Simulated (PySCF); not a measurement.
## Ionisation energy of Te by level of theory

Te [Kr] 4d10 5s2 5p4 (3P) → Te⁺ [Kr] 4d10 5s2 5p3 (4S), as a difference of total energies. Computed with PySCF 2.14 in aug-cc-pwCVTZ-DK3, with the spin-free X2C one-electron Hamiltonian (Gaussian nucleus). Correlated levels: valence: [Kr] 4d10 frozen. The calculations carry no spin-orbit coupling.

| method | ionisation energy (eV) |
| --- | --- |
| UHF | 7.735 |
| MP2 (valence) | 8.377 |
| SCS-MP2 (valence) | 8.441 |
| CCSD (valence) | 8.503 |
| CCSD(T) (valence) | 8.537 |

Q: How much does correlation contribute at CCSD(T) (valence)?

A: 8.537 − (7.735) = 0.802 eV, measured against UHF.

Errors of the correlated levels include the incompleteness of this basis and the frozen core.

For comparison: 8.749 eV (measured; NIST levels, between the centres of gravity of the two terms).
